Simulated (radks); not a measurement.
Question: The arsenic ion As22+, configuration [Ne] 3s1. All-electron calculation, scalar-relativistic Kohn-Sham, PBE, spin-polarised, spherical densities, finite nucleus; open shells are filled with parallel spins first; Fermi nuclear charge, rms radius 4.0968 fm. Program: a radial shooting solver on a logarithmic mesh with Libxc functionals. Some entries of the table are withheld. Estimate them.

orbital  occ.  eigenvalue (eV)  r(max) (bohr)  <1/r> (bohr^-1)
1s up       1        -12699.89        0.02973            33.48
1s down     1        -12698.61        0.02973            33.48
2s up       1        -2417.361         0.1687            7.494
2s down     1        -2415.526         0.1687            7.497
2p up       3        -2243.685         0.1350              (1)
2p down     3        -2242.071         0.1349              (2)
3s up       1        -939.6055         0.4653            2.980
3s down     0        -929.9103         0.4637            2.994
3p up       0        -885.3146         0.4496              (3)
3p down     0        -876.0425         0.4476              (4)
4s up       0        -495.1891         0.9273            1.603

Answer: 
(1) 2p up <1/r> (bohr^-1): 7.332
(2) 2p down <1/r> (bohr^-1): 7.335
(3) 3p up <1/r> (bohr^-1): 2.897
(4) 3p down <1/r> (bohr^-1): 2.913
